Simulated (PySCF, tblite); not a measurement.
Isomers of C6H13BO2. Level: GFN2-xTB in tblite, geometry and Hessian alike; calculated harmonic values, unscaled, isolated species. Against measured fundamentals such values can be off by several per cent, at times by over 20. Modes of hydrogen on boron can be 10 to 20 % off. One conformer each.

Electronic energies: PBE0-D3(BJ)/def2-SVP at its own geometries (PySCF, gas phase).

```json
{"SMILES": "CCCC1COBOC1", "electronic energy, lowest = 0 (kJ/mol)": "104.4"}
{"SMILES": "COB(C=C(C)C)OC", "electronic energy, lowest = 0 (kJ/mol)": "165.0"}
{"SMILES": "CC/C=C/B(OC)OC", "electronic energy, lowest = 0 (kJ/mol)": "178.8"}
{"SMILES": "CC(C)=C(C)CB(O)O", "electronic energy, lowest = 0 (kJ/mol)": "68.8"}
{"SMILES": "OB(O)C1CCCCC1", "electronic energy, lowest = 0 (kJ/mol)": "0.0"}
```

Q: How do GFN2-xTB zero-point energies change the relative energies?

A: 
```json
{"SMILES": "OB(O)C1CCCCC1", "ZPE (kJ/mol)": "500.1", "of it from modes above 1550 cm⁻¹": "238.3", "electronic (kJ/mol)": "0.0", "with ZPE, lowest = 0 (kJ/mol)": "0.0", "lowest mode (cm⁻¹)": "12", "rings": "1"}
{"SMILES": "CC(C)=C(C)CB(O)O", "ZPE (kJ/mol)": "485.0", "of it from modes above 1550 cm⁻¹": "252.1", "electronic (kJ/mol)": "68.8", "with ZPE, lowest = 0 (kJ/mol)": "53.8", "lowest mode (cm⁻¹)": "17", "rings": "0"}
{"SMILES": "CCCC1COBOC1", "ZPE (kJ/mol)": "495.2", "of it from modes above 1550 cm⁻¹": "229.0", "electronic (kJ/mol)": "104.4", "with ZPE, lowest = 0 (kJ/mol)": "99.5", "lowest mode (cm⁻¹)": "60", "rings": "1"}
{"SMILES": "COB(C=C(C)C)OC", "ZPE (kJ/mol)": "481.7", "of it from modes above 1550 cm⁻¹": "242.9", "electronic (kJ/mol)": "165.0", "with ZPE, lowest = 0 (kJ/mol)": "146.6", "lowest mode (cm⁻¹)": "24", "rings": "0"}
{"SMILES": "CC/C=C/B(OC)OC", "ZPE (kJ/mol)": "482.8", "of it from modes above 1550 cm⁻¹": "242.6", "electronic (kJ/mol)": "178.8", "with ZPE, lowest = 0 (kJ/mol)": "161.5", "lowest mode (cm⁻¹)": "31", "rings": "0"}
```

The zero-point energies span 18.4 kJ/mol, from `COB(C=C(C)C)OC` to `OB(O)C1CCCCC1`. The order is unchanged.

Q: And how do the electronic energies of GFN2-xTB itself compare?

A: `OB(O)C1CCCCC1` 4.1; `CC(C)=C(C)CB(O)O` 94.4; `CCCC1COBOC1` 0.0; `COB(C=C(C)C)OC` 148.6; `CC/C=C/B(OC)OC` 166.7 kJ/mol, lowest = 0. Against the energies above, taken from the same isomer `OB(O)C1CCCCC1`, the largest difference is 108.5 kJ/mol. The two levels were optimised apart and needn't hold the same conformer.
